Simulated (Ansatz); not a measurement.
The same path of CH9NSi3 (14 atoms, charge 0, multiplicity 1) was run twice with different band settings. The coordinate that changes most is the dihedral H6–Si1–Si2–Si5.

Theory: RKS B3LYP-D4/def2-SVP in Ansatz 0.2.0.

Relaxed end points:

```xyz
14
Properties=species:S:1:pos:R:3
Si -1.659 1.417 1.292
Si -0.172 0.837 -0.442
N -0.410 -0.769 -1.102
C 0.755 -1.620 -0.822
Si 1.825 -0.281 0.080
H -1.313 2.750 1.875
H -3.072 1.477 0.803
H -1.591 0.393 2.378
H -0.150 1.958 -1.441
H -1.215 -1.181 -1.565
H 1.239 -2.018 -1.735
H 0.523 -2.486 -0.171
H 2.140 -0.592 1.505
H 3.088 0.085 -0.625
```

```xyz
14
Properties=species:S:1:pos:R:3
Si -1.252 1.511 1.620
Si 0.181 0.922 -0.155
N -0.497 -0.238 -1.281
C 0.284 -1.484 -1.274
Si 1.591 -0.944 0.050
H -2.483 2.197 1.119
H -1.678 0.284 2.359
H -0.569 2.430 2.582
H 0.726 2.184 -0.759
H -1.313 -0.177 -1.882
H 0.741 -1.723 -2.254
H -0.302 -2.369 -0.960
H 1.563 -1.742 1.311
H 2.996 -0.880 -0.448
```

Common settings: movable images 5; climbing image yes; spring 5.0 eV/Å²; optimiser quadratic models (default); force threshold 0.05 eV/Å; iteration limit 60; end points relaxed.

| run | start path |
| --- | --- |
| 1 | IDPP |
| 2 | straight line |

(1) What does each run give, and how far can it be trusted?

Results:

(1) Run 1: converged after 4 iterations, highest image 0.046 eV above the first end. A vibrational analysis at the climbing image gives one clearly imaginary mode, 88i cm⁻¹: a first-order saddle point.
Run 2: converged after 8 iterations, highest image 0.047 eV above the first end. Another band between the same ends (5 images) ends at a top of the same energy, where a vibrational analysis finds 1 clearly imaginary mode.
